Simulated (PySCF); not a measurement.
C₂H₂N₃, multiplicity 2. Atoms are numbered in the order given.

```xyz
7

C      1.1542     0.0004     0.0000
N      0.4803    -1.1190     0.0000
N     -0.7953    -0.6424     0.0000
C     -0.7863     0.7121     0.0000
N      0.4675     1.1449     0.0000
H     -1.5847    -1.2806     0.0000
H     -1.6904     1.3211     0.0000
```
Charge 0, spin multiplicity 2.

Coordinates come from a B3LYP-D3(BJ)/def2-SVP optimisation. The isomer is the one that the SMILES or the coordinates give; other isomers of the formula were not compared.

Level of theory: PySCF with r2SCAN/def2-TZVP.

ESP charges are fitted to the potential on shells at 1.4 to 2.0 van der Waals radii. Atomic charges (e):

```csv
atom,meta-Löwdin,ESP fit,Mulliken spin
C1,0.15,0.34,0.93
N2,-0.24,-0.43,-0.05
N3,-0.08,-0.01,0.04
C4,0.04,0.19,0.05
N5,-0.29,-0.47,0.02
H6,0.27,0.27,0.00
H7,0.15,0.10,0.00
```

Q: Give the Mayer and Wiberg (Löwdin basis) orders of the bonds. (The exact figures need the calculation; the answer reports its results.)

A: 
| bond | Mayer | Wiberg |
|---|---|---|
| C1–N2 | 1.60 | 2.05 |
| N2–N3 | 1.06 | 1.47 |
| N3–C4 | 1.29 | 1.65 |
| C1–N5 | 1.40 | 1.81 |
| C4–N5 | 1.51 | 1.85 |
| N3–H6 | 0.90 | 0.88 |
| C4–H7 | 0.95 | 0.88 |
